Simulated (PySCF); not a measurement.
# Dipole response of Sc²⁺ (scandium, charge +2)

[Ar] 3d1, 2D determinant. All numbers are calculated (PySCF 2.14, the non-relativistic Hamiltonian (point nucleus), in aug-cc-pVTZ with one added diffuse shell each of s, p, d, f, g type (9s8p6d4f3g, 118 functions)). Coupled (time-dependent) response in atomic units; α is the mean over directions.

```json
{"method": "M06", "mean α (bohr³)": "5.164", "α xx, yy, zz": "6.122, 6.122, 3.246", "C₆ (like pair)": "14.56", "S(−4)": "37.61"}
```

S(−4) is the Cauchy moment in α(ω) = α(0) + S(−4) ω² + …

α(iu) at M06:

```csv
u (hartree),α(iu) (bohr³)
0,5.164
0.0500,5.074
0.100,4.846
0.200,4.280
0.300,3.802
0.500,3.123
0.750,2.529
1.00,2.078
1.50,1.438
2.00,1.027
3.00,0.5794
5.00,0.2494
```

For an ion, C₆ is the dispersion term alone; charge-induced terms of lower order in 1/R come first.

The components differ because the open shell of this determinant is not spherical; for a pure term their mean is the scalar polarisability.
